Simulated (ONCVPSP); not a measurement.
# cobalt, ONCV: configuration errors across variants

```
Element                 : Co
Generator               : ONCVPSP 4.0.1
Type                    : optimised norm-conserving Vanderbilt (ONCV)
Functional              : LDA (Perdew-Zunger)
Relativity              : fully relativistic
Frozen core             : [Ne]
Valence charge          : 17
Reference configuration : 3s2 3p6 3d7 4s2
Partial waves           : 3s+4s: rc 1.25 bohr, ncon 4, nbas 8, qcut 10.2 1/bohr, 2 projectors; 3p: rc 0.85 bohr, ncon 4, nbas 8, qcut 7.9 1/bohr, 2 projectors, debl 2.6 Ha; 3d: rc 1.70 bohr, ncon 4, nbas 9, qcut 11 1/bohr, 2 projectors, debl 2.4 Ha
Local potential         : polynomial inside 0.85 bohr (lpopt 5, dvloc0 0 Ha)
Core correction         : none
```

Open shells are filled in proportion to 2j + 1.

All-electron excitation energies from the reference (eV): (1) 3s2 3p6 3d7 4s1 9.296; (2) 3s2 3p6 3d7 4s0 26.381; (3) 3s2 3p6 3d6 4s0 62.569; (4) 3s2 3p6 3d6 4s2 4p1 9.771.

1 further variants failed, have other tests or too few solved ones, and are left out.

Errors AE − PS in meV (a dash: test not solved or not reliable):

| change | (1) | (2) | (3) | (4) | bound ghosts | GHOST(+) flags above zero |
| --- | --- | --- | --- | --- | --- | --- |
| base | +2.2 | +11 | +41 | +80 | none | none |
| d: rc 1.14 | +1.0 | +4.7 | +5.5 | +20 | none | none |
| d: rc 1.52 | +1.7 | +8.9 | +24 | +54 | none | none |
| d: rc 1.78 | +2.4 | +12 | +49 | +92 | none | none |
| d: rc 1.96 | +3.0 | +15 | +75 | +130 | none | none |
| d: rc 2.12 | +3.1 | +16 | +88 | +147 | none | none |
| d: rc 2.34 | +0.5 | +11 | -449 | -468 | none | none |

(1) Give the same row for: d: rc 1.32.

Results:

(1) +1.3, +6.5, +12, +32; bound ghosts: none; GHOST(+) flags above zero: none.
